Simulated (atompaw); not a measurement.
# Varying the PAW (atompaw) potential for lanthanum

Base potential:

* Element: La
* Generator: atompaw 4.2.0.5
* Type: PAW
* Functional: PBE
* Relativity: non-relativistic
* Frozen core: [Kr] 4d10 5s2
* Valence charge: 9
* Reference configuration: 4f0 5p6 5d1 6s0.5 6p0 (charge +1.5)
* Partial waves: 6s (bound); 6s channel at 3.35 Ry; 5p (bound); 6p (bound, empty); 5d (bound); 5d channel at -0.3 Ry; 4f (bound, empty); 4f channel at 0.5 Ry
* Local potential: troulliermartins scheme with l = 4 at 1 Ry, radius 2.80 bohr
* Core correction: smooth core density matched at 2.85 bohr
* Augmentation charge: besselshape compensation charge, radius 2.55 bohr; PAW radius 3.00 bohr; waves and projectors: bloechl

Cutoffs, loose and tight: the cutoffs (Ry, on a coarse ladder) from which the occupation-weighted sum of valence levels, in a spherical-Bessel basis at the reference potential, stays within 10 and 1 mRy of its value at 400 Ry. They see the waves, projectors and local potential, not the compensation charge or the core. A dash means not determined.

A true bound ghost makes a file unfit for plane-wave use even where its test errors are small: the radial tests pick states by their node count and pass the ghost by.

```csv
change,outcome,"cutoff, loose","cutoff, tight",bound ghosts
base,"generated, no UPF (negative core plus compensation charge)",18 Ry,30 Ry,s
wave 5d channel at -0.3 Ry becomes 5d channel at 2.31 Ry,"generated, no UPF (negative core plus compensation charge)",18 Ry,30 Ry,s
"augmentation sinc compensation charge, radius 2.55 bohr; PAW radius 3.00 bohr; waves and projectors: bloechl","generated, no UPF (negative core plus compensation charge)",18 Ry,30 Ry,s
"augmentation besselshape compensation charge, radius 2.54 bohr; PAW radius 3.00 bohr; waves and projectors: bloechl","generated, no UPF (negative core plus compensation charge)",18 Ry,30 Ry,s
scalar-relativistic,"generated, no UPF (negative core plus compensation charge)",15 Ry,30 Ry,s
"local potential troulliermartins scheme with l = 4 at 1 Ry, radius 2.92 bohr","generated, no UPF (negative core plus compensation charge)",15 Ry,30 Ry,s
```

What comes out with this change to the base: local potential ultrasoft scheme with l = 4 at 1 Ry, radius 2.80 bohr?

outcome: generated, no UPF (negative core plus compensation charge); cutoff, loose: 15 Ry; cutoff, tight: 18 Ry; bound ghosts: s.

What comes out with this change to the base: core correction smooth core density matched at 1.76 bohr?

outcome: generated; cutoff, loose: 18 Ry; cutoff, tight: 30 Ry; bound ghosts: s.

What comes out with this change to the base: all radii scaled by about 0.90 (s 2.70, p 1.84, d 2.34, f 1.62 bohr); local potential troulliermartins scheme with l = 4 at 1 Ry, radius 2.52 bohr; augmentation besselshape compensation charge, radius 2.30 bohr; PAW radius 2.70 bohr; waves and projectors: bloechl; core correction smooth core density matched at 2.56 bohr?

outcome: generated, no UPF (negative core plus compensation charge); cutoff, loose: 21 Ry; cutoff, tight: 35 Ry; bound ghosts: s.
